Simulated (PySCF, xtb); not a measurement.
CH4AlFOS, SMILES [F][Al]([O]C)[SH].

GFN2-xTB run with xtb 6.7.1 at its own geometry gives an orbital gap of 3.52 eV and a dipole moment of 1.14 D.

Geometry: PBE-D3(BJ)/def2-SVP. The structure was generated by enumeration; whether it is a known compound was not checked. One conformer was computed; it need not be the lowest.

Question: What does PBE/def2-TZVP (PySCF) give? (Estimate from the structure and the level; the computed values follow.)

Answer: gap 4.95 eV (levels -6.60 and -1.65 eV), dipole 0.81 D.
